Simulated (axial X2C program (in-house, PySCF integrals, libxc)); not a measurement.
**ZnB⁺: cheaper levels and CCSD(T), two-component**

Calculated with an in-house all-electron X2C program for linear molecules (integrals from PySCF). Two-component (2c) means X2C with spin–orbit coupling and atomic mean-field two-electron Coulomb and Gaunt terms. Basis: Zn dyall-cv3z [9s10p6d3f2g], B dyall-v3z [7s6p2d1f] (cores contracted in-house); Gaussian nuclei, density fitting, unrestricted open shells. Masses: Zn 63.929 u, B 11.009 u.

State: Ω = 0 (closed shell); fragments Zn + B+ for PBE0, MP2, CCSD, TPSSh, CCSD(T); Zn+ + B for HF.

```
level  Re (Å)  ωe (cm⁻¹)  De (eV)
 PBE0   2.351      327.4     1.96
   HF   2.486      290.1    0.942
  MP2   2.333      330.1     1.56
 CCSD   2.359      326.0     1.55
TPSSh   2.340      327.5     2.07
```

Correlated methods: 14 electrons correlated (number of frozen shells: Zn 3 s, 2 p; B 1 s), 226 virtual spin orbitals or spinors in MP2, 90 natural virtuals in coupled cluster.

CCSD(T), same Hamiltonian and basis:

Re = 2.348 Å, ωe = 330.9 cm⁻¹; T1 = 0.019 (Lee–Taylor normalisation).

(1) Give the differences from CCSD(T) in the columns below.

The state is a single determinant with fixed occupations, the lowest that a limited PBE0 search found. Closed shells are restricted here (equal orbitals for both partners); the stretched side of such a curve lies too high. De is counted from the lowest determinant-based energies of the atoms at the same level, without counterpoise correction. De is not given where an atomic determinant may have missed its ground term or J level, or where the truncated virtual space spoils (T). Coupled cluster ran in a truncated set of natural virtual spinors; the MP2 energy of the rest was added. (T) has no such correction and the atoms are truncated less, which lowers De at CCSD(T) by a hundredth of an eV or more.

Results:

(1) 

```tsv
level	ΔRe (Å)	Δωe (cm⁻¹)
PBE0	0.003	-4
HF	0.138	-41
MP2	-0.015	-1
CCSD	0.011	-5
TPSSh	-0.008	-3
```
